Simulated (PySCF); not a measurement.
## Ionisation energy of Pd⁴⁴⁺ by level of theory

Pd⁴⁴⁺ 1s2 (1S) → Pd⁴⁵⁺ 1s1 (2S), as a difference of total energies. Computed with PySCF 2.14 in an uncontracted even-tempered set (17 s from 83 bohr⁻², ratio 2.2; 7 p from 130 bohr⁻², ratio 2.4; 4 d from 380 bohr⁻², ratio 2.4; 3 f from 560 bohr⁻², ratio 2.4; 3 g from 850 bohr⁻², ratio 2.4), with scalar relativity by spin-free X2C-1e. Correlated levels: nothing frozen; virtual orbitals above 40 to 60 times the deepest correlated orbital energy dropped. The calculations carry no spin-orbit coupling.

```json
{"method": "UHF", "ionisation energy (eV)": "28817.2", "difference from reference (eV)": "+41.2"}
{"method": "MP2 (all electrons)", "ionisation energy (eV)": "28818.7", "difference from reference (eV)": "+42.7"}
{"method": "SCS-MP2 (all electrons)", "ionisation energy (eV)": "28819.0", "difference from reference (eV)": "+43.0"}
{"method": "CCSD (all electrons)", "ionisation energy (eV)": "28818.7", "difference from reference (eV)": "+42.7"}
```

Reference: 28776.0 eV (theoretical estimate listed by NIST; NIST Atomic Spectra Database, ionization energies).

For this ion Breit and QED terms and the two-electron picture change, all absent here, outweigh the differences among the correlated methods.

With two correlated electrons CCSD is exact in that space.
